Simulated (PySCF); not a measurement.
## Hg²⁺ (mercury, charge +2) across methods

[Xe] 4f14 5d9 6p1, one real determinant (an excited configuration). All numbers are calculated (PySCF 2.14, the spin-free X2C one-electron Hamiltonian (Gaussian nucleus), in x2c-TZVPPall (11s7p7d3f1g, 97 functions)).

```
method   E (hartree)  mean ε 5d α (eV)  mean ε 5d β (eV)  mean ε 6p α (eV)  Σ⟨r²⟩ (bohr²)   ⟨S²⟩
   LDA     -19612.21           -33.745           -32.939           -17.684          47.59  2.000
r2SCAN     -19624.21           -33.965           -33.078           -17.686          47.48  2.001
   PBE     -19624.20           -33.523           -32.691           -17.520          47.68  2.000
  PBE0     -19623.95           -35.617           -34.709           -18.200          47.61  2.001
   UHF  -19618.44873           -40.813           -39.633           -19.648          47.99  2.002
```

⟨L²⟩ = 8.01 against 12 for a pure F term, so this real determinant mixes terms. Spin-orbit coupling, absent here, splits the open shell strongly.
